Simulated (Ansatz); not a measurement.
FNa, charge -1, doublet, at the geometry of the source list (a state made from the parent by changing its charge; the spin is typed, not shown lowest) (a gas-phase anion, which may not be bound at this level); SC-NEVPT2/def2-SVP, CASSCF(3,3) in Ansatz (a quantum-chemistry and plane-wave program).

The Ansatz input:
Ansatz 0.2 input:
```yaml
crystal:
  periodic: [false, false, false]
  atoms:
    - {symbol: Na, position_ang: [-0.44770000, -0.40690000, -0.63410000]}
    - {symbol: F, position_ang: [0.44770000, 0.40690000, 0.63410000]}
basis:
  gaussian:
    orbitals: def2-SVP
total_charge: -1
correlation: {method: sc_nevpt2, electrons: all, active_space: {window: {electrons: 3, orbitals: 3}}}
magnetization: {spin_polarized: false, initial_magnetization: 1}
```

What the program printed (banner, timings and long lists left out):

```
Functional definition: HF
266 factors; integrals over basis functions are off by at most 7.3e-4 eV
mean field evaluation 1: about -7105.7727 eV, gradient 2.4e1 eV
mean field evaluation 2: about -7105.9825 eV, gradient 2.3e1 eV
mean field evaluation 4: about -7106.8626 eV, gradient 6.7e-1 eV
mean field evaluation 8: about -7106.8761 eV, gradient 1.4e-1 eV
mean field -7106.87630525 eV, -261.1728870041 hartree, gradient 2.6e-6 eV, S^2 0.750000; 0 other end points of the search recorded, 0 dependent functions left out
reference -7106.87630525 eV, -261.1728870041 hartree; 11, 10 occupied and 18, 19 virtual orbitals, 266 factors
state -7107.26378897 eV, -261.1871267682 hartree
state -7107.26378897 eV, -261.1871267682 hartree; corrected -7112.42170507 eV, -261.3766766886 hartree
Total energy: -7112.42170507 eV, -261.3766766886 hartree
```
